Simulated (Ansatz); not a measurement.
`F[SiH]1CC1=S` + H₂ → `S=C1C[SiH2]1` + H–F  (hydrogenolysis of the Si–F bond)

Calculated with Ansatz (gas phase, PBE0-D4/def2-TZVP geometries, no zero-point term in ΔE). CCSD(T)/CBS is the MP2 limit (def2-TZVPP, def2-QZVPP) plus CCSD(T) − MP2 in def2-TZVPP, frozen cores. This one scheme is used for every species. Functionals use def2-TZVPP. HSE06 is defined as in plane-wave codes.

```tsv
species	HSE06 energy (Eh)
`F[SiH]1CC1=S`	-865.15187
H₂	-1.16797
`S=C1C[SiH2]1`	-765.89479
H–F	-100.38998
```

Work out ΔE.

ΔE = (-765.89479) + (-100.38998) − (-865.15187) − (-1.16797) = 0.03507 Eh = +0.95 eV. CCSD(T)/CBS gives +1.02 eV.

Largest T1 diagnostic among the species: 0.017.

Leaving LDA and LC-ωPBE aside and taking each functional with its dispersion term where it has one, the values, not all of them listed here, spread over 0.17 eV, from HSE06-D4 to B97M-V. At CCSD(T), def2-SVP lies −0.16 eV from the extrapolated value and def2-TZVPP −0.02 eV. From r2SCAN to r2SCAN0 (25 % exact exchange), in def2-TZVPP and without D4, ΔE moves by −0.05 eV.
